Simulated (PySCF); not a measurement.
Isomers C5H9ClO2Si:

A. `C=C[C@@H]1COC[Si@@H](Cl)O1`
B. `COC(=O)[SiH2]C/C=C\Cl`
C. `COCOC1=C([SiH2]Cl)C1`
D. `CC(=O)CC(=O)[SiH2]CCl`

Spectrum 1. 1H NMR (300 MHz, computed): δ 5.69 (s, 2H), 5.54 (s, 2H), 3.80 (s, 3H), 1.75 (s, 2H). 13C{1H} NMR (computed): δ 171.5 (C), 103.9 (CH2), 66.8 (C), 60.0 (CH3), 18.4 (CH2).

Spectrum 2. 1H NMR (300 MHz, computed): δ 6.14 (m, 1H), 6.08 (m, 1H), 4.27 (t, 2H), 4.01 (s, 3H), 2.18 (m, 2H). 13C{1H} NMR (computed): δ 186.3 (C), 133.5 (CH), 132.2 (CH), 50.0 (CH3), 15.2 (CH2).

Spectrum 3. 1H NMR (300 MHz, computed): δ 4.63 (t, 2H), 3.50 (s, 2H), 2.80 (t, 2H), 2.37 (s, 3H). 13C{1H} NMR (computed): δ 245.6 (C), 217.8 (C), 66.0 (CH2), 34.8 (CH3), 32.3 (CH2).

Spectrum 4. 1H NMR (300 MHz, computed): δ 6.07 (m, 1H), 6.01 (m, 1H), 5.83 (m, 1H), 5.62 (m, 1H), 4.71 (m, 1H), 3.86 (m, 1H), 3.80 (m, 1H), 3.78 (m, 1H), 3.58 (m, 1H). 13C{1H} NMR (computed): δ 147.2 (CH), 124.0 (CH2), 79.9 (CH), 76.6 (CH2), 68.3 (CH2).

Theoretical values (PySCF): coordinates at the GFN2-xTB level, shielding tensors at PBE0/pcSseg-1 (GIAO). Averaged over atoms made equivalent by symmetry, fast rotation or ring inversion, no solvent, non-relativistic Hamiltonian, single conformer.

Chemical shifts δ = σref − σ; 1H (31.72 ppm), 13C (186.93 ppm) vs TMS, all at this level. Where no couplings were computed, multiplicities follow the n + 1 count of equivalent neighbours, and m marks all less simple cases (inequivalent or close neighbours, rings, F or P nearby). Shifts are as computed. Against solution values, carbons near 30 ppm lie about +3 ppm off and those near 130 ppm about +5 ppm; carbons on Cl a further +6 ppm. Of 1211 compounds with measured shifts, 218 miss one by over three times the rms of a fit or turn the order of signals round; such compounds aren't used in these exercises. Carbons bonded to Cl come out too deshielded.

Q: Match each spectrum to its structure.

A: 1–C, 2–B, 3–D, 4–A.

- Spectrum 1 (C): 5 13C signals; δC 171.5 is an alkene carbon bearing oxygen; δC 103.9 is an sp3 carbon bearing two oxygens.
- Spectrum 2 (B): 5 13C signals; δC 133.5 is an alkene CH; δC 132.2 is an alkene CH.
- Spectrum 3 (D): 5 13C signals; δC 217.8 is a ketone carbonyl carbon; δC 34.8 is a methyl carbon α to a carbonyl.
- Spectrum 4 (A): 5 13C signals; δC 147.2 is an alkene CH; δC 124.0 is a terminal =CH2 carbon.
